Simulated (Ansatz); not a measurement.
A made-up structure of SiNH3Te, closed shell:

| atom | x (Å) | y (Å) | z (Å) |
| --- | --- | --- | --- |
| N1 | -0.7380 | -0.8424 | 0.1505 |
| Si2 | 0.1590 | 0.6352 | 0.0727 |
| Te3 | 1.3036 | -1.4252 | 0.6137 |
| H4 | 2.1083 | -2.3900 | 1.7440 |
| H5 | 0.3997 | 1.2843 | -1.2374 |
| H6 | -0.1452 | 1.6035 | 1.1463 |

It is relaxed with PBE-D4/def2-SVP and then PBE0-D4/def2-TZVP (Ansatz 0.2.0). Atoms count as bonded within 1.22 times the sum of their covalent radii (H–H: 0.88 Å). The end point is not checked to be a true minimum.

Task: Does its bonding change? (A judgement: the text doesn't fix the answer.)

Result: By the calculation: No: no bond forms or breaks.

Where it ends: The first stage lowers the energy by 1.60 eV in 8 steps. It ends as SiNH₃Te ([N]1[SiH2][TeH]1):
| atom | x (Å) | y (Å) | z (Å) |
| --- | --- | --- | --- |
| N1 | -0.5904 | -1.0219 | 0.1131 |
| Si2 | 0.1037 | 0.5040 | 0.1173 |
| Te3 | 1.3634 | -1.6521 | 0.1872 |
| H4 | 1.6491 | -1.6440 | 1.8481 |
| H5 | 0.3462 | 1.3162 | -1.1048 |
| H6 | 0.2153 | 1.3633 | 1.3288 |

Labels in which every atom is bracketed show which atoms are joined, not bond orders.

For scale, one of the runs: PBE0-D4/def2-TZVP relaxation, 136 basis functions, launched by `ansatz run in.yaml --threads 2 --pin off --events-out ev --progress --plain --max-ram 4352MiB`. The run took about 23 s on 2 CPU threads of an Arm Neoverse V2 (shared host).
